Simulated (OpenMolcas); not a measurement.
Rh3+ (d6) in a complex was computed by SS-CASPT2, IPEA 0.25 Eh, imaginary shift 0.1 Eh with the d shell active (OpenMolcas, ANO-RCC-VTZP on the metal). Its lowest spin-free states, and all those of the highest spin:

| 2S+1 | Degeneracy | E (cm-1) |
| --- | --- | --- |
| 5 | 2 | 0 |
| 3 | 3 | 2430 |
| 1 | 2 | 5730 |
| 1 | 3 | 6200 |
| 3 | 3 | 7170 |
| 3 | 3 | 7660 |
| 3 | 2 | 7840 |
| 5 | 3 | 8200 |
| 3 | 1 | 9100 |
| 1 | 1 | 9140 |
| 3 | 1 | 9500 |
| 1 | 3 | 10320 |

Question: Is the site octahedral, tetrahedral or cube-like, axial, or of lower symmetry?

Answer: The states with 2S+1 = 5 have orbital degeneracies 2, 3. Threefold states need a cubic site. For d6 at this spin an octahedron puts the threefold T2 below the twofold E and a tetrahedron or cube puts the twofold E below the threefold T2, so the site is a tetrahedron or a cube, which this pattern cannot tell apart. The first gap at this spin, 8200 cm-1, is |10Dq| in ligand-field theory. The run had Rh3+ with 4 ligands (oxide) in tetrahedral coordination (Td) at 1.92 Å. A charge of +1.25 e stands 2.6 Å behind each ligand. Ligand basis ANO-RCC-VDZP.

Roots that are degenerate in the reference are averaged as groups; the widest CASPT2 spread within a group is 850 cm-1 (the 3-fold group of multiplicity 3 near 17600 cm-1 above the lowest state of its run). Shifts and gaps below about the spread of the groups concerned are not significant. Over all roots computed the reference weight is 0.64 to 0.68; a low but even weight reflects the number of correlated electrons. An orbital doublet at a regular site is open to a Jahn-Teller distortion, which this geometry leaves out. This shell can be high or low spin here, a state of another spin lies low, and with metal d orbitals alone active their balance is uncertain, so the ground spin may be wrong. The least metal-like active orbital is 78 % on the metal (Löwdin) and no ligand orbital is active, so the numbers are rough. The oxide ions are held by bare point charges, a crude embedding. Ligand-to-metal charge-transfer states are missing. These CASPT2 states fit no ligand-field parameters well, so their order and spin gaps are uncertain. With no ligand orbital active B as a rule stays too high, so bands that hang on it stand too high and its fall with covalency is understated. With one d shell and no ligand orbital active, 10Dq can be off by a tenth or more. No measured value stands beside these numbers; the geometry is a model, was not optimised and need not be the one that this ion takes.
